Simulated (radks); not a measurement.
The numbers below are computed, except where a source is named.
Valence configurations of Co II (all share [Ar]). Level of theory: non-relativistic Kohn-Sham, TPSS, spin-polarised, spherical densities, point nucleus; open shells are filled with parallel spins first; meta-GGA in the generalised Kohn-Sham scheme (a radial shooting solver on a logarithmic mesh with Libxc functionals). Energies are relative to 3d8; eigenvalues in eV for spin up.

| valence | E (eV) | moment (Bohr magnetons) | e(3d) | e(4p) | e(4s) |
|---|---|---|---|---|---|
| 3d8 | 0.000 | 2 | -12.938 | - | - |
| 3d7.5 4s0.5 | 0.298 | 3 | -15.538 | - | -11.977 |
| 3d7 4s1 | 0.985 | 4 | -18.402 | - | -13.205 |
| 3d7.5 4p0.5 | 2.812 | 3 | -16.249 | -7.303 | - |
| 3d6.5 4s1 4p0.5 | 5.060 | 5 | -22.195 | -8.969 | -14.733 |
| 3d6 4s2 | 6.245 | 4 | -24.918 | - | -14.719 |
| 3d7 4p1 | 6.390 | 4 | -19.795 | -8.545 | - |
| 3d5.5 4s1 4p1.5 | 16.279 | 7 | -30.335 | -11.050 | -17.527 |
| 3d4 4s2 4p2 | 45.843 | 6 | -42.347 | -13.137 | -20.513 |
| 3d4 4s1 4p3 | 49.493 | 8 | -43.163 | -13.887 | -21.364 |

NIST lists [Ar] 3d8 as the ground configuration; this level of theory agrees among the configurations tried. The energies are those of spherical high-spin densities, not of single terms.
